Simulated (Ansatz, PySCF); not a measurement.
Reaction (SMILES): [OH+]=C=S -> O=C=[SH+]
Geometries: B3LYP-D3(BJ)/def2-TZVP minima from Ansatz (a first-principles code).

Wanted: isomerisation energy (0 K, with B3LYP-D3(BJ) harmonic zero-point energies from PySCF), in kcal/mol. Valence correlation only, unless marked. Spin-orbit coupling is left out. No relativistic terms. FCI takes restricted orbitals. Basis-set limits of correlation are two-point, X^-3; Hartree-Fock from the larger set.

```
level               program  isomerisation energy (kcal/mol)
------------------  -------  -------------------------------
PBE0/STO-3G          Ansatz                             -0.8
r2SCAN0/def2-TZVPD   Ansatz                             -3.4
```

Question: Predict the CCSD(T)/CBS(cc-pV(T+d)Z,cc-pV(Q+d)Z) result (Ansatz).

Answer: -5.0 kcal/mol, so r2SCAN0/def2-TZVPD differs from it by 1.6 kcal/mol.
